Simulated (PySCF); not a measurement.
Here is a computed PBE0-D3(BJ)/def2-SVP geometry (Å):
```
atom  x, y, z in Å
C1     3.033   -0.315   -0.045
Se2    2.017    1.320    0.144
C3     0.252    0.611    0.231
C4    -0.038   -0.756    0.280
C5    -1.359   -1.196    0.344
C6    -2.388   -0.267    0.361
F7    -3.651   -0.689    0.417
C8    -2.126    1.098    0.318
C9    -0.806    1.531    0.251
H10    4.082   -0.006   -0.150
H11    2.728   -0.866   -0.945
H12    2.938   -0.950    0.847
H13    0.761   -1.499    0.271
H14   -1.599   -2.261    0.381
H15   -2.956    1.806    0.332
H16   -0.599    2.604    0.210
```

Charge 0, singlet.

Read off the bonds between heavy atoms and their formal orders.

C1–Se2 1.93 Å (single); Se2–C3 1.90 Å (single); C3–C4 1.40 Å (aromatic); C4–C5 1.39 Å (aromatic); C5–C6 1.39 Å (aromatic); C6–F7 1.33 Å (single); C6–C8 1.39 Å (aromatic); C8–C9 1.39 Å (aromatic); C3–C9 1.40 Å (aromatic). Bonds to hydrogen (Å): C1–H10 1.10; C1–H11 1.10; C1–H12 1.10; C4–H13 1.09; C5–H14 1.09; C8–H15 1.09; C9–H16 1.09.

Which species is it?

`C[Se]c1ccc(F)cc1`, C7H7FSe. Among its features: benzene ring, C–F bond and selenium bound to carbon.

Which rings does it hold (smallest set)?

C3–C4–C5–C6–C8–C9 (6 members, 0.00 Å rms from planarity).

Classify the heavy atoms.

C1: sp3 carbon bound to selenium; Se2: selenium bonded to 2 C; C3: substituted aromatic carbon; C4/C9: aromatic CH carbon; C5/C8: aromatic CH carbon; C6: aromatic C–F carbon; F7: aryl fluorine.

What is the arrangement about Se2?

It has 2 neighbours (C1, C3) and is bent (angle 100.2°).

What is the arrangement about C3?

It has 3 neighbours (Se2, C4, C9) and is planar (angles 123.9°, 119.0° and 117.1°, sum 360.0°, 0.00 Å off the plane of its three neighbours).
